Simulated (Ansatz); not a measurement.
Total energies of PbMe4 (C₄H₁₂Pb) from Ansatz at CAM-B3LYP-D4/def2-TZVP, gas phase (1 Eh = 27.2114 eV = 2625.5 kJ/mol). The reference geometry is relaxed at B3LYP-D4/def2-SVP.

```xyz
17

Pb    0.000    0.000    0.000
C     1.050   -1.985   -0.329
H     0.408   -2.640   -0.934
H     1.248   -2.457    0.643
H     1.999   -1.810   -0.855
C     1.268    1.313    1.349
H     0.801    2.304    1.433
H     2.274    1.413    0.917
H     1.337    0.851    2.344
C    -2.016   -0.365    0.977
H    -2.477    0.600    1.231
H    -1.875   -0.958    1.890
H    -2.664   -0.911    0.278
C    -0.302    1.036   -1.996
H    -0.829    0.358   -2.682
H     0.677    1.302   -2.420
H    -0.899    1.947   -1.846
```

```csv
state,geometry,energy (Eh)
charge 0 singlet,reference,-352.40607
charge 1 doublet,reference,-352.06886
free Pb atom (triplet),–,-192.80476
free C atom (triplet),–,-37.83702
free H atom (doublet),–,-0.49881
```

In the def2 sets Pb takes a core potential; there is no spin–orbit coupling.

Work out the vertical ionisation energy to the doublet.

E(charge 1 doublet) − E(charge 0 singlet) = -352.06886 − (-352.40607) = 0.33721 Eh = 9.18 eV. For comparison, −ε of the highest occupied level is 8.56 eV at this level, 0.62 eV less.

What is the binding energy per atom against free atoms?

Atoms: 1 × (-192.80476) + 4 × (-37.83702) + 12 × (-0.49881) = -350.13856 Eh. Binding: -350.13856 − (-352.40607) = 2.26751 Eh = 61.70 eV, or 3.63 eV for each of 17 atoms (no zero-point energy, no counterpoise term).
